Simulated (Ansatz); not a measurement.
Gas-phase electronic energies from Ansatz, PBE0-D4/def2-TZVP geometries. CCSD(T)/CBS adds triple-zeta CCSD(T) − MP2 to the extrapolated MP2 energy (def2 sets, frozen cores). This one scheme is used for every species. DFT in def2-TZVPP. def2 core potentials past Kr. For Ge, Sn outer-core shells are correlated without core-valence functions, which leaves a few kJ/mol of doubt a bond. Scalar relativity is left out up to krypton.

Consider the hydrogenolysis of the Sn–Cl bond: `[Cl][SnH]([Cl])[GeH3]` + H₂ → `[Cl][SnH2][GeH3]` + HCl.

(1) Is it downhill or uphill in electronic energy at CCSD(T)/CBS, and by how much? (Estimate.)

(2) What do these levels give: r2SCAN-D4, PBE0-D4, CAM-B3LYP-D4, ωB97X-V, r2SCANh, r2SCAN0, RPA@PBE/def2-TZVPP, MP2/def2-SVP, CCSD/def2-SVP, CCSD(T)/def2-SVP, HF/def2-TZVPP, CCSD/CBS(def2)? (An estimate is asked.)

Largest T1 diagnostic among the species: 0.012.

Answers

(1) The calculation gave: Uphill: ΔE = +18.9 kcal/mol.

(2) Ansatz gave: r2SCAN-D4 19.5, PBE0-D4 17.9, CAM-B3LYP-D4 17.4, ωB97X-V 17.8, r2SCANh 18.8, r2SCAN0 18.1, RPA@PBE/def2-TZVPP 15.5, MP2/def2-SVP 17.5, CCSD/def2-SVP 14.9, CCSD(T)/def2-SVP 15.5, HF/def2-TZVPP 16.0, CCSD/CBS(def2) 18.0 kcal/mol.

At CCSD(T), def2-SVP lies −3.4 kcal/mol from the extrapolated value and def2-TZVPP −2.5 kcal/mol. Leaving LDA and LC-ωPBE aside and taking each functional with its dispersion term where it has one, the values, not all of them listed here, spread over 2.8 kcal/mol, from CAM-B3LYP-D4 to BLYP-D4. LDA lies −1.8 kcal/mol from PBE without D4.
